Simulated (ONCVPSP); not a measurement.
**Before and after: ONCV potential for oxygen**

```json
{"Element": "O", "Generator": "ONCVPSP 4.0.1", "Type": "optimised norm-conserving Vanderbilt (ONCV)", "Functional": "PBE", "Relativity": "scalar-relativistic", "Frozen core": "[He]", "Valence charge": "6", "Reference configuration": "2s2 2p4", "Partial waves": "2s: rc 0.90 bohr, ncon 4, nbas 7, qcut 6.1 1/bohr, 2 projectors, debl 1.2 Ha; 2p: rc 1.25 bohr, ncon 4, nbas 8, qcut 12.1 1/bohr, 2 projectors, debl 1.5 Ha; d scattering state at 0.03 Ha: rc 1.05 bohr, ncon 3, nbas 6, qcut 9.5 1/bohr, 1 projector", "Local potential": "polynomial inside 0.60 bohr (lpopt 4, dvloc0 0 Ha)", "Core correction": "Teter function, fcfact 5.5, rcfact 1.6"}
```

Change: p: ncon 5, nbas 9.

Cutoffs: the cutoffs (Ha) at which the residual kinetic energy of the hardest occupied pseudo-wave falls to 1 and 0.1 mHa per electron; they do not see the model core or the augmentation charge, which bear on the density cutoff. Errors are all-electron minus pseudo energies relative to the spin-unpolarised reference configuration.

Question: What does the change do?

Answer: The potential gets neither clearly harder nor softer (122 Ha and 152 Ha → 122 Ha and 152 Ha); of the 4 tests that both files solve, the error grows in 0 and shrinks in 3 by more than 15 % and 0.3 meV (median size 41.7 → 34.4 meV); neither file shows a bound ghost.

| quantity | base | changed |
| --- | --- | --- |
| cutoff, loose | 122 Ha | 122 Ha |
| cutoff, tight | 152 Ha | 152 Ha |
| loose cutoff by channel | s 122 Ha, p 44 Ha | s 122 Ha, p 47 Ha |
| bound ghosts | none | none |
| GHOST(+) flags under 300 eV | none | none |
| error for 2s2 2p3, meV [ΔE 16.43 eV] | +7.6 | +5.9 |
| error for 2s2 2p2, meV [ΔE 50.02 eV] | +70 | +56 |
| error for 2s2 2p1, meV [ΔE 103.89 eV] | +291 | +234 |
| error for 2s1 2p5, meV [ΔE 14.95 eV] | +14 | +13 |
| s: phases at 0.91 bohr within 0.05 rad from the reference energy up to (Ha; the scan ends near 5) | to the end of the scan | to the end of the scan |
| p: phases at 1.27 bohr within 0.05 rad from the reference energy up to (Ha; the scan ends near 5) | to the end of the scan | to the end of the scan |
| d: phases at 1.06 bohr within 0.05 rad from the reference energy up to (Ha; the scan ends near 5) | to the end of the scan | to the end of the scan |
| rms error of d²Exc/dni dnj with the model core, mHa | 1.03 | 0.95 |
